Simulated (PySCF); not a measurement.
**A small calculation by hand: oscillator strength and radiative lifetime**

BF2I, SMILES FB(F)I.

Geometry: PBE0-D3(BJ)/def2-SVP. The def2 effective core potentials stand for the cores of I; spin–orbit coupling is left out.

PySCF 2.14.0 with TDA-B3LYP/def2-SVPD puts the first singlet state with f over 0.02 at 6.44 eV (vertical), with the transition dipole (0.000, 0.000, -0.789) in atomic units.

Problem. Find the oscillator strength, the wavelength and the radiative lifetime that this transition would have in vacuum if emission retraced absorption.

Solution. 
|μ|² = 0.6225 au, so |μ| = 2.01 D. ΔE = 6.44/27.211 = 0.2367 hartree. f = (2/3) ΔE |μ|² = 0.098 (the program prints 0.098).
λ = 1239.84/6.44 = 193 nm; ν = 51942 cm⁻¹.
Einstein's coefficient A = 0.6670 ν² f s⁻¹ (ν in cm⁻¹) = 1.8e8 s⁻¹, so τ = 1/A = 5.7 ns. This state is S3; the lower singlets have f = 0.000, 0.018. The figure is the radiative limit of this one transition; relaxation, internal conversion, crossing to triplets and a medium change what is measured.
